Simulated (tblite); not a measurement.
Isomers of C4H5OPS. Method: GFN2-xTB as coded in tblite; computed harmonic values from a numerical Hessian at the method's own geometry, unscaled. Against measured fundamentals such values can be off by several per cent, at times by over 20. One conformer each.

Electronic energies: GFN2-xTB at the same geometries; isomer energies are rough at this level and their order can be wrong.

```tsv
SMILES	electronic energy, lowest = 0 (kJ/mol)
CSc1occp1	0.0
CSc1cocp1	7.0
COc1pccs1	20.7
COc1cpcs1	17.0
```

How do GFN2-xTB zero-point energies change the relative energies?

```json
{"SMILES": "CSc1occp1", "ZPE (kJ/mol)": "212.2", "of it from modes above 1550 cm⁻¹": "92.0", "electronic (kJ/mol)": "0.0", "with ZPE, lowest = 0 (kJ/mol)": "0.0", "lowest mode (cm⁻¹)": "65", "rings": "1"}
{"SMILES": "CSc1cocp1", "ZPE (kJ/mol)": "212.0", "of it from modes above 1550 cm⁻¹": "91.8", "electronic (kJ/mol)": "7.0", "with ZPE, lowest = 0 (kJ/mol)": "6.8", "lowest mode (cm⁻¹)": "50", "rings": "1"}
{"SMILES": "COc1cpcs1", "ZPE (kJ/mol)": "212.0", "of it from modes above 1550 cm⁻¹": "90.6", "electronic (kJ/mol)": "17.0", "with ZPE, lowest = 0 (kJ/mol)": "16.8", "lowest mode (cm⁻¹)": "80", "rings": "1"}
{"SMILES": "COc1pccs1", "ZPE (kJ/mol)": "212.0", "of it from modes above 1550 cm⁻¹": "90.5", "electronic (kJ/mol)": "20.7", "with ZPE, lowest = 0 (kJ/mol)": "20.6", "lowest mode (cm⁻¹)": "80", "rings": "1"}
```

The zero-point energies span 0.2 kJ/mol, from `COc1cpcs1` to `CSc1occp1`. The order is unchanged.

What do entropy and thermal enthalpy add at 298.15 K and 1 bar (rigid rotor, harmonic oscillator, one conformer each)?

```tsv
SMILES	point group	symmetry number	S (J/(mol K))	H − H(0) (kJ/mol)	ZPE + H − H(0) − TS (kJ/mol)
CSc1occp1	Cs	1	361.0	21.99	126.5
CSc1cocp1	Cs	1	362.4	22.00	125.9
COc1cpcs1	Cs	1	356.7	21.77	127.4
COc1pccs1	Cs	1	357.5	21.85	127.3
```
